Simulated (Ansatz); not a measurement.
`OP1[SiH2]C[Se]1`. The species carries charge 0 and has multiplicity 1. All single points use the PBE0-D4/def2-TZVP geometry. It is one conformer, not always the lowest.

```xyz
10

O    -0.907    0.856    1.877
P    -1.466   -0.324    0.846
Si    0.561   -0.976    0.055
C     0.629    0.408   -1.214
Se   -1.340    0.610   -1.242
H    -1.644    1.284    2.322
H     1.674   -1.056    1.044
H     0.401   -2.288   -0.621
H     1.009    0.153   -2.203
H     1.083    1.334   -0.864
```

**Question.** What is the dipole moment at ωB97M-V/def2-TZVPP? (An estimate is asked.)

**Answer.** Ansatz gave: 0.85 D, with components (0.61, 0.36, 0.47) D in this frame, pointing from negative to positive charge.

**Question.** And with PBE, r2SCAN, B3LYP? (Estimate.)

**Answer.** Computed: PBE 0.91 D, r2SCAN 1.00 D, B3LYP 0.84 D.

**Question.** Give the Mulliken charges with ωB97M-V, r2SCAN, B3LYP in def2-TZVPP. (An estimate is asked.)

**Answer.** Ansatz gave: 
```tsv
atom	ωB97M-V	r2SCAN	B3LYP
O1	-0.33	-0.35	-0.35
P2	0.09	0.04	0.08
Si3	0.23	0.34	0.33
C4	-0.38	-0.25	-0.31
Se5	-0.06	-0.07	-0.06
H6	0.18	0.21	0.18
H7	-0.03	-0.08	-0.07
H8	-0.01	-0.06	-0.06
H9	0.15	0.10	0.13
H10	0.16	0.12	0.14
```

B3LYP here is the variant with VWN-RPA as its local correlation; programs differ in this.
